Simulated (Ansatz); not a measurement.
Bond stretch in GaS (cation, charge +1), lowest triplet found (which spin is the ground state isn't settled by this scan).

Computed with: UCCSDT = CCSDT on UHF/cc-pVDZ, cores with 3d frozen (Ansatz, a first-principles code); ROCCSDT(Q) = CCSDT(Q)/B on ROHF/cc-pVDZ, cores with 3d frozen run with Ansatz; FCI = full CI/cc-pVDZ, cores with 3d frozen (Ansatz).

Energies relative to the lowest point of each curve between 2.57 and 3.63 Å, where full CI is lowest, in kcal/mol:

```csv
R / Å,UCCSDT,ROCCSDT(Q)
2.57,5.2,5.2
2.67,2.6,2.6
2.84,0.4,0.4
3.07,0.0,0.0
3.31,1.0,1.0
3.63,3.1,3.2
4.04,5.8,5.8
4.48,8.0,8.0
4.98,9.7,9.7
5.73,11.0,11.0
6.52,11.6,11.6
7.66,11.9,12.0
```

Estimate the FCI values at these points.

2.57: 5.2; 2.67: 2.6; 2.84: 0.4; 3.07: 0.0; 3.31: 1.0; 3.63: 3.2; 4.04: 5.8; 4.48: 8.0; 4.98: 9.7; 5.73: 11.1; 6.52: 11.6; 7.66: 12.0 (kcal/mol).

The scan ran from 1.65 to 7.66 Å; beyond the distances shown full CI changes its symmetry label.
